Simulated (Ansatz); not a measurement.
Two members of one family (Series SnH2MeX), computed with Ansatz in the gas phase; def2 core potentials for I, Sn, no spin–orbit coupling. The two geometries come from different levels. Binding counts from free atoms in the multiplicity of their measured ground term, without zero-point energy. A dash marks a value that wasn't run or was left out as unsound. The structures are stationary points that may keep the symmetry of their start. Remarks come from the PBE and PBE0 runs and from stability tests at other levels; not every state was tested. HOMO above LUMO (over both spins in singlets and doublets, within one spin in higher multiplets; at PBE or PBE0), or a gap under 0.15 eV within one spin, warns that the state may not be the lowest or that an electron is smeared out.

First: SnH2MeI (singlet, charge 0, PBE0-D4/def2-SVP geometry).

```xyz
8

Sn   -0.461   -0.817   -0.188
H    -2.080   -0.927    0.357
H     0.396   -2.269    0.110
C     0.553    0.918    0.556
H     0.589    0.885    1.655
H     0.015    1.819    0.234
H     1.575    0.942    0.156
I    -0.587   -0.551   -2.880
```

| level | HOMO (eV) | LUMO (eV) | gap (eV) | vertical IE (eV) | vertical triplet (eV) | binding per atom (eV) |
| --- | --- | --- | --- | --- | --- | --- |
| PBE-D4/def2-SVP | -6.10 | -1.77 | 4.33 | – | – | 3.01 |
| r2SCAN-D4/def2-TZVP | -6.52 | -1.67 | 4.86 | 9.30 | 4.62 | 3.01 |
| r2SCANh-D4/def2-TZVP | -6.93 | -1.38 | 5.55 | – | – | 3.00 |
| PBE0-D4/def2-TZVP | -7.35 | -1.11 | 6.24 | 9.38 | 4.70 | 3.00 |
| HSE06-D4/def2-TZVP | -6.96 | -1.47 | 5.49 | – | – | 3.00 |

Remarks: gap within one spin near zero at PBE or PBE0 (+1 doublet), gap within one spin near zero at PBE or PBE0 (triplet).

Second: SnH2MeBr (singlet, charge 0, PBE-D4/def2-SVP geometry).

| atom | x (Å) | y (Å) | z (Å) |
| --- | --- | --- | --- |
| Sn1 | -0.253 | 0.929 | 0.098 |
| H2 | -1.869 | 1.335 | -0.365 |
| H3 | 0.885 | 2.098 | -0.472 |
| C4 | 0.289 | -1.100 | -0.409 |
| H5 | 0.229 | -1.238 | -1.506 |
| H6 | -0.408 | -1.797 | 0.092 |
| H7 | 1.321 | -1.298 | -0.064 |
| Br8 | -0.193 | 1.072 | 2.625 |

Problem. Estimate how these quantities change from the first to the second (second minus first).

Solution. 
| level | Δ HOMO (eV) | Δ LUMO (eV) | Δ gap (eV) | Δ vertical IE (eV) | Δ vertical triplet (eV) | Δ binding per atom (eV) |
| --- | --- | --- | --- | --- | --- | --- |
| PBE-D4/def2-SVP | -0.37 | 0.20 | 0.57 | – | – | 0.06 |
| r2SCAN-D4/def2-TZVP | -0.46 | 0.15 | 0.61 | 0.54 | 0.58 | 0.07 |
| r2SCANh-D4/def2-TZVP | -0.51 | 0.17 | 0.68 | – | – | 0.07 |
| PBE0-D4/def2-TZVP | -0.56 | 0.17 | 0.73 | 0.59 | 0.62 | 0.06 |
| HSE06-D4/def2-TZVP | -0.56 | 0.17 | 0.73 | – | – | 0.06 |

Remarks: gap within one spin near zero at PBE or PBE0 (+1 doublet), gap within one spin near zero at PBE or PBE0 (triplet).
